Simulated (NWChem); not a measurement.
System: MoHO3Cl; SMILES [O]=[Mo](=[O])([OH])[Cl]

```xyz
6

Mo     0.0557    -0.2752    -0.0054
O      0.9957    -0.7808    -1.2848
O      0.8039    -0.7716     1.3986
Cl    -0.0946     1.9910    -0.0067
O     -1.6249    -1.0491    -0.1416
H     -2.1267    -1.4794     0.5622
```
Atoms are numbered in this order, from 1.

Program: NWChem. Medium grid unless said otherwise, to which SCAN and Minnesota functionals are sensitive. Coordinates come from a PBE0/def2-SVP optimisation. def2 effective core potentials on Mo; no spin-orbit coupling. Total energies of different functionals are on different scales.

```
level               energy (Ha)  highest occupied level (eV)  orbital gap (eV)  dipole (D)
------------------  -----------  ---------------------------  ----------------  ----------
B3LYP/def2-SVP        -754.5631                        -9.19              6.12        2.94
PBE/def2-SVP          -754.1762                        -7.85              4.35        2.91
BLYP/def2-SVP         -754.5105                            ?              4.31        2.89
MPW1K/def2-SVP        -754.4172                       -10.75              8.23        3.00
M06-2X/def2-SVP       -754.2789                       -10.99              8.97        2.92
BHandHLYP/def2-SVP    -754.2508                       -10.94              8.82        3.00
BP86/def2-SVP         -754.7065                        -7.97              4.34        2.92
```

Q: Fill in the missing entries.

A: 
- BLYP/def2-SVP, highest occupied level (eV): -7.67
